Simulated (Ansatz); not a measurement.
Isolated molecules relaxed with PBE0-D4/def2-TZVP in Ansatz; ΔE leaves out vibrations. CBS: MP2 limit from def2 TZ/QZ plus the TZ coupled-cluster correction, frozen cores. This one scheme is used for every species, atoms too. DFT in def2-TZVPP. No spin–orbit coupling; open shells (•) take unrestricted orbitals. Spin–orbit coupling would lower the free atoms: a little for C, F, O, Si.

`FC1OC[SiH2]1` → 2 C• + F• + 5 H• + O• + Si•  (atomization)

| level | ΔE (kJ/mol) |
| --- | --- |
| PBE0 | 3660.4 |
| SCS-MP2/def2-QZVPP | 3681.4 |

**Question.** What does CCSD(T)/CBS give? (Best estimate.)

**Answer.** The calculation gave: +3668.5 kJ/mol. The listed levels differ from it by -8.1, 12.9 kJ/mol.

Largest T1 diagnostic among the species: 0.013.

In def2-TZVPP, CCSD(T) changes the Hartree–Fock value by +990.6 kJ/mol (the triples alone add +64.0 kJ/mol) and MP2 by +1068.9 kJ/mol; breaking electron pairs costs correlation energy, which Hartree–Fock lacks. The D4 term adds +30.5 kJ/mol with B3LYP and +15.7 kJ/mol with PBE0; it sums over pairs of atoms, weighted by their polarisabilities, and B3LYP, whose exchange is more repulsive, gets the larger term.

B3LYP here is the variant with VWN-RPA as its local correlation; programs differ in this.

For atomizations the MP2-based limit and the directly extrapolated one differ by several kJ/mol either way, and by 10 to 25 for some Ge, Se and Sn compounds, so smaller differences from it don't rank the levels.
